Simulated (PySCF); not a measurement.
AuH6N2, SMILES [NH3]->[Au][NH3+], charge +1, multiplicity 1.

The structure is a stationary point at PBE0-D3(BJ)/def2-SVP. The multiplicity is an assumed one; other spin states were not compared. The def2 effective core potentials stand for the cores of Au; spin–orbit coupling is left out.

Level of theory: M06-2X/def2-TZVPD (PySCF).

Symmetry labels are those of the subgroup C2 that the program uses (full group D3).

Question: List the valence orbital energies around the gap with their symmetry. (The exact figures need the calculation; the answer reports its results.)

Answer: 
| orbital | symmetry | energy (eV) |
|---|---|---|
| HOMO−7 | B | -20.89 |
| HOMO−6 | A | -19.72 |
| HOMO−5 | B | -16.85 |
| HOMO−4 | B | -15.26 |
| HOMO−3 | A | -15.26 |
| HOMO−2 | A | -15.18 |
| HOMO−1 | B | -15.18 |
| HOMO | A | -13.70 |
| LUMO | A | -4.23 |
| LUMO+1 | B | -3.53 |
| LUMO+2 | A | -3.39 |
| LUMO+3 | B | -3.39 |
